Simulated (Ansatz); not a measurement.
The same ligand exchange along the group B, Al, In.

Calculated with Ansatz (gas phase, PBE0-D4/def2-TZVP geometries, no zero-point term in ΔE). CCSD(T)/CBS is the MP2 limit (def2-TZVPP, def2-QZVPP) plus CCSD(T) − MP2 in def2-TZVPP, frozen cores. This one scheme is used for every species. def2 core potentials past Kr. For In outer-core shells are correlated without core-valence functions, which leaves a few kJ/mol of doubt a bond. One conformer a species, not always the lowest.

Q: Order these by ΔE at CCSD(T)/CBS, lowest first. (Best estimate.)
A. `FB(F)O[SiH3]` + H₂S → `FB(S)O[SiH3]` + H–F
B. `[F][Al]([F])[O][SiH3]` + H₂S → `[F][Al]([SH])[O][SiH3]` + H–F
C. `[F][In]([F])[O][SiH3]` + H₂S → `[F][In]([SH])[O][SiH3]` + H–F

A: C (-0.58 eV), B (+0.66 eV), A (+0.80 eV).

Largest T1 diagnostic: 0.017, for `[F][In]([F])[O][SiH3]`.
